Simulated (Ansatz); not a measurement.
`C[Si@H]1N[C@@H]1[GaH2]` and `C[C@H]1N[Si@H]1C` differ in one atom or group (the configuration at a centre changes too).

Ansatz, PBE0-D4/def2-TZVP geometries, multiplicity 1. 

Scalar relativity is left out up to krypton.

```tsv
property	`C[Si@H]1N[C@@H]1[GaH2]`
HOMO energy (PBE/def2-TZVPP) / eV	-5.01
size of the dipole moment (PBE/def2-TZVPP) / D	3.05
LUMO energy (ωB97M-V/def2-TZVPP) / eV	0.60
size of the dipole moment (B3LYP/def2-TZVPP) / D	3.04
HOMO energy (ωB97M-V/def2-TZVPP) / eV	-8.33
LUMO energy (PBE/def2-TZVPP) / eV	-1.84
```

(1) What does the change do to each property? (Best estimate.)

## Answers

(1) The calculation gave: 
| property | `C[C@H]1N[Si@H]1C` | shift |
| --- | --- | --- |
| HOMO energy (PBE/def2-TZVPP) / eV | -5.26 | -0.25 |
| size of the dipole moment (PBE/def2-TZVPP) / D | 0.82 | -2.23 |
| LUMO energy (ωB97M-V/def2-TZVPP) / eV | 2.14 | 1.54 |
| size of the dipole moment (B3LYP/def2-TZVPP) / D | 1.01 | -2.03 |
| HOMO energy (ωB97M-V/def2-TZVPP) / eV | -8.73 | -0.40 |
| LUMO energy (PBE/def2-TZVPP) / eV | -0.33 | 1.51 |

With PBE0 the HOMO falls by 0.33 eV and the LUMO rises by 1.56 eV, so the gap widens by about 1.89 eV. PBE moves the HOMO by -0.25 eV and ωB97M-V by -0.40 eV. Dipoles are sizes alone; their direction can turn.

B3LYP here is the variant with VWN-RPA as its local correlation; programs differ in this.
